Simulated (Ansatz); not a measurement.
The same path of AlClFH$_{4}$NO (9 atoms, charge 0, multiplicity 1) was run twice with different band settings. Lost on the way: O7–H9. Made: N2–H9.

Method: Ansatz 0.2.0, RKS PBE/def2-mTZVP.

Relaxed end points:

```xyz
9
Properties=species:S:1:pos:R:3
Al -0.068 0.168 0.319
N -0.012 -0.123 2.114
H -0.708 -0.728 2.552
H 0.884 -0.292 2.572
F 1.366 0.230 -0.540
Cl -1.829 -0.467 -0.727
O -0.546 2.080 0.596
H -1.427 2.302 0.229
H -0.657 1.987 1.577
```

```xyz
9
Properties=species:S:1:pos:R:3
Al -0.265 0.587 0.130
N -0.031 0.159 2.087
H -0.907 -0.149 2.521
H 0.669 -0.575 2.241
F 1.340 0.414 -0.353
Cl -1.578 -0.970 -0.551
O -0.905 2.180 0.305
H -1.602 2.516 -0.280
H 0.282 0.997 2.591
```

Common settings: movable images 5; climbing image yes; optimiser quadratic models (default); start path through a guess of the saddle point; force threshold 0.05 eV/Å; iteration limit 60; end points relaxed.

| run | spring |
| --- | --- |
| 1 | 5.0 eV/Å² |
| 2 | 0.1 eV/Å² |

(1) What does each run give, and how far can it be trusted?

## Answers

(1) Run 1: converged after 15 iterations, highest image 0.092 eV above the first end. Beside the main top the profile has a ripple of under 15 meV (maxima at images 1, 4), which may be a very shallow well or noise. A vibrational analysis at the climbing image gives one clearly imaginary mode, 750i cm⁻¹: a first-order saddle point.
Run 2: converged after 13 iterations, highest image 0.092 eV above the first end. Another band between the same ends (5 images) ends at a top of the same energy, where a vibrational analysis finds 1 clearly imaginary mode.
The orbitals stay closed-shell, which can raise the energy where a bond breaks towards radicals; this wasn't checked here.
